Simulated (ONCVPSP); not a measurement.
## arsenic (As), ONCV: configuration errors across variants

ONCVPSP 4.0.1 input, shortened (lines: element, Z, core and valence counts, functional; n l f; lmax; l rc ep ncon nbas qcut; lloc lpopt rc5 dvloc0; l nproj debl; icmod fcfact rcfact), PBEsol, scalar-relativistic:

```
  As 33.00    5    3  -116133      upf
    1    0    2.00
    2    0    2.00
    2    1    6.00
    3    0    2.00
    3    1    6.00
    3    2   10.00
    4    0    2.00
    4    1    3.00
    2
    0    1.70    0.00    4    7    3.00
    1    2.15    0.00    4    8    4.10
    2    0.80    0.00    4    9   22.00
    4    5    0.60    3.00
    0    2    2.10
    1    1    3.60
    2    2    2.20
    3    3.25    1.50
```

All-electron excitation energies from the reference (eV): (1) 3d10 4s2 4p2 9.158; (2) 3d10 4s2 4p1 27.100; (3) 3d10 4s2 4p0 54.823; (4) 3d10 4s1 4p4 9.425.

1 further variants failed, have other tests or too few solved ones, and are left out.

A true bound ghost makes a file unfit for plane-wave use even where its test errors are small: the radial tests pick states by their node count and pass the ghost by.

Errors AE − PS in meV (a dash: test not solved or not reliable):

| change | (1) | (2) | (3) | (4) | bound ghosts | GHOST(+) flags above zero |
| --- | --- | --- | --- | --- | --- | --- |
| base | -2.2 | -13 | -47 | +1.1 | s, p | none |
| all radii but the core radius scaled by about 0.79 (s 1.34, p 1.70, d 0.62 bohr); local potential polynomial inside 0.48 bohr (lpopt 5, dvloc0 3 Ha) | -0.7 | -3.1 | -16 | -0.8 | s, p | s |
| all radii but the core radius scaled by about 1.10 (s 1.86, p 2.36, d 0.88 bohr); local potential polynomial inside 0.66 bohr (lpopt 5, dvloc0 3 Ha) | -4.2 | -23 | -69 | -3.2 | s, p | none |
| all radii but the core radius scaled by about 1.20 (s 2.04, p 2.58, d 0.96 bohr); local potential polynomial inside 0.72 bohr (lpopt 5, dvloc0 3 Ha) | – | – | – | – | s, p | none |

Question: Give the same row for: all radii but the core radius scaled by about 0.92 (s 1.56, p 1.98, d 0.74 bohr); local potential polynomial inside 0.56 bohr (lpopt 5, dvloc0 3 Ha).

Answer: -1.4, -7.6, -30, +1.3; bound ghosts: s, p; GHOST(+) flags above zero: none.
